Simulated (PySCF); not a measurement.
# Working out the excitation energy of Be

Be [He] 2s2 (1S) → Be [He] 2s1 2p1 (3P). All numbers are calculated (PySCF 2.14, scalar relativity by spin-free X2C-1e, in x2c-TZVPPall with one added diffuse shell of s type (6s3p1d, 20 functions)). Frozen: nothing. Energies in hartree (1 hartree = 27.21139 eV):

```csv
part,Be (lower),Be (upper)
UHF,-14.575080,-14.514898
CCSD correlation,-0.076260,-0.035595
(T),-0.000283,-0.000024
```

Q: What does Hartree-Fock give?

A: (-14.514898) − (-14.575080) = 0.060182 hartree = 1.638 eV.

Q: What do CCSD and CCSD(T) give?

A: The CCSD correlation energies differ by 0.040665 hartree = 1.107 eV and the triples by 0.000259 hartree = 0.007 eV, so CCSD gives 2.745 eV and CCSD(T) 2.752 eV.

Measured between the centres of the two terms (NIST): 2.725 eV, so CCSD(T) (valence and next inner shell) is off by 0.027 eV.

What remains against the reference includes basis incompleteness and higher excitations.
